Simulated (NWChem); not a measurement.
Species: InI, singlet; SMILES [In][I]

Results from NWChem. Medium grid unless said otherwise, to which SCAN and Minnesota functionals are sensitive. Low-valent species are run as closed-shell singlets; no triplet was tried in these runs. Coordinates come from a PBE0/def2-SVP optimisation. def2 effective core potentials on In, I; no spin-orbit coupling.

Q: Order these by “dipole (D)”, lowest first: PW91/def2-SVP; B97-D/def2-SVP; SCAN/def2-SVP; LRC-wPBEh/def2-SVP.

A: PW91/def2-SVP (3.25), B97-D/def2-SVP (3.35), SCAN/def2-SVP (3.45), LRC-wPBEh/def2-SVP (3.79)
